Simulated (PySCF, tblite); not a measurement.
Parent: `[CH3:1][CH2:2][N:3]([CH3:4])[PH-:5]` (charge -1) with C1–C2–N3–C4 77°, C2–N3–P5–H 115°, [C3H9NP]-.

The geometries are computed with GFN2-xTB (gas phase). One conformer each, not checked by frequencies here.

```
coordinate of the parent    value
                   C1–C2  1.533 Å
                   C2–N3  1.442 Å
                   N3–C4  1.441 Å
                   N3–P5  1.777 Å
                C1–C2–N3   112.1°
                C2–N3–C4   112.5°
                C2–N3–P5   115.1°
                C4–N3–P5   115.3°
```

Question: In one relative the bonds that all share with the parent change as follows (parent's numbers): C1–C2 +0.001, C2–N3 -0.005, N3–C4 -0.006, N3–P5 -0.032 Å. Which is it?
A. `[CH3:1][CH2:2][CH2:3][CH2:4][P-:5][N:6]([CH3:7])[CH2:8][CH3:9]` (charge -1) with C1–C2–C3–C4 -170°, C2–C3–C4–P5 59°, C3–C4–P5–N6 73°, C4–P5–N6–C7 67°, P5–N6–C8–C9 -133°
B. `[CH3:1][CH2:2][N:3]([CH3:4])[P-:5][CH2:6][N:7]([CH3:8])[CH3:9]` (charge -1) with C1–C2–N3–C4 -173°, C2–N3–P5–C6 -105°, N3–P5–C6–N7 -103°, P5–C6–N7–C8 60°

Answer: A. The changes in all of them (Å):

```
          SMILES   C1–C2   C2–N3   N3–C4   N3–P5
CCN(C)[P-]CN(C)C  -0.014  +0.010  +0.001  +0.005
  CCCC[P-]N(C)CC  +0.001  -0.005  -0.006  -0.032
```

Atoms are paired thus: CCN(C)[P-]CN(C)C: C1 = C1, C2 = C2, N3 = N3, C4 = C4, P5 = P5; CCCC[P-]N(C)CC: C1 = C9, C2 = C8, N3 = N6, C4 = C7, P5 = P5.
